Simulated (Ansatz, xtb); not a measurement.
**Isomers of C3HClFN2− in order of energy**

6 gas-phase structures of C3HClFN2−, from a drawn sample of its isomers (lower ones may exist). Each was relaxed with GFN2-xTB:

A. `Fc1c[n-]c(Cl)n1`, a singlet
B. `Fc1[n-]ncc1Cl`, a singlet
C. `Fc1cc(Cl)[n-]n1`, a singlet
D. `Fc1ncc(Cl)[n-]1`, a singlet
E. `Fc1nc[n-]c1Cl`, a singlet
F. `Fc1cn[n-]c1Cl`, a singlet

Problem. Estimate their order in r2SCAN-D4/def2-SVPD energy at these geometries, lowest first.

Solution. Calculated order at r2SCAN-D4/def2-SVPD: D (0.0), A (3.4), E (5.0), C (20.2), B (24.4), F (28.4) kcal/mol.

Energies above the lowest of each column, in kcal/mol; the last columns are at B3LYP-D3(BJ)/def2-SVPD geometries and were run for some of them only (a dash: not run or not comparable):

| structure | GFN2-xTB | HF/STO-3G | r2SCAN-D4/def2-SVPD | B3LYP-D3(BJ)/def2-SVPD | CCSD(T)/def2-SVPD + ΔMP2/def2-TZVPPD |
| --- | --- | --- | --- | --- | --- |
| D | 0.0 | 0.0 | 0.0 | 0.0 | 0.0 |
| A | 1.6 | 2.4 | 3.4 | 2.7 | 3.3 |
| E | 4.8 | 2.6 | 5.0 | 4.6 | 5.0 |
| C | 18.0 | 12.6 | 20.2 | – | – |
| B | 21.2 | 14.3 | 24.4 | – | – |
| F | 23.0 | 17.0 | 28.4 | – | – |

Every level run on D puts it lowest or level with the lowest. Frequencies (GFN2-xTB) were run for A, D, E alone. ΔMP2 is the change of the MP2 energy from the smaller to the larger basis.

Over these structures GFN2-xTB departs from r2SCAN-D4/def2-SVPD by 1.5 kcal/mol on average once a common shift is removed. A GFN2-xTB relaxation took about 0.046 s and the r2SCAN-D4/def2-SVPD energy about 1.6 s on a shared host (Ansatz 0.2.0, xtb 6.7.1).
